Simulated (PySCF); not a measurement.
# Trend along group 13: MPb molecules

PBE0 with double-zeta basis sets in PySCF, for the lowest determinant that a PBE0 search found; no spin–orbit coupling. De refers to high-spin ground-configuration atoms. A positive dipole means M(−)Pb(+).

```csv
M,basis,state (unpaired electrons),Re (Å),ωe (cm⁻¹),De (eV),μ (D)
B,def2-SVP,"quartet (σ ↑, π ↑↑)",2.254,519,2.59,1.91
Ga,def2-SVP,"quartet (σ ↑, π ↑↑)",2.722,166,2.05,-0.49
In,def2-SVP,"quartet (σ ↑, π ↑↑)",2.907,129,1.92,-1.27
Tl,def2-SVP,"quartet (σ ↑, π ↑↑)",2.970,105,1.85,-1.81
```

Problem. The row for M = Al is missing. Estimate Re, ωe and De as the mean of the rows for B and Ga, and compare with the calculation.

Solution. The means are 2.488 Å, 342 cm⁻¹ and 2.32 eV. PBE0 in def2-SVP gives AlPb as a quartet (σ ↑, π ↑↑) with Re = 2.715 Å, ωe = 248 cm⁻¹, De = 2.11 eV, so the estimate is off by -22.7 pm, +38 % and +0.21 eV.

These are scalar-relativistic numbers at best; spin–orbit coupling would shift them, the dissociation energy most. States were picked by a PBE0 search and need not be the measured ground states.
